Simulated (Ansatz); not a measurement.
Species: CHClF2, charge 0, singlet. CHClF2 (SMILES C(Cl)(F)F).
B3LYP-D3(BJ)/def2-TZVP minimum from Ansatz (a first-principles code):
```xyz
5

F     -0.9293     1.1547    -0.2887
C     -0.4772     0.0446     0.3178
F     -1.0941    -1.0146    -0.2314
Cl     1.2802    -0.0951     0.0818
H     -0.6909     0.0890     1.3835
```
Charge 0, spin multiplicity 1.

Hartree-Fock and MP2 correlation energies in hartree (Ansatz). Radicals and triplets start from unrestricted determinants; spin-orbit coupling is neglected. Correlated methods leave the cores frozen. No relativity.

```json
[
 {"basis": "cc-pV(T+d)Z", "X": "3", "E(HF)": "-696.93205", "E(corr, MP2)": "-0.85439"},
 {"basis": "cc-pV(Q+d)Z", "X": "4", "E(HF)": "-696.95486", "E(corr, MP2)": "-0.93210"},
 {"basis": "cc-pV(5+d)Z", "X": "5", "E(HF)": "-696.96068", "E(corr, MP2)": "withheld"}
]
```

### Question
Fit E(corr) = E∞ + A/X³ to X = 3 and 4, predict X = 5, and compare with the run.

### Answer
A = (-0.85439 - (-0.93210))/(1/27 - 1/64) = 3.6293; E∞ = -0.93210 - A/64 = -0.98881; at X = 5, E∞ + A/125 = -0.95977. The run gave -0.96458, 4.81 mEh below the prediction. The same form on X = 4 and 5 gives E∞ = -0.99866, 9.85 mEh below the first estimate.
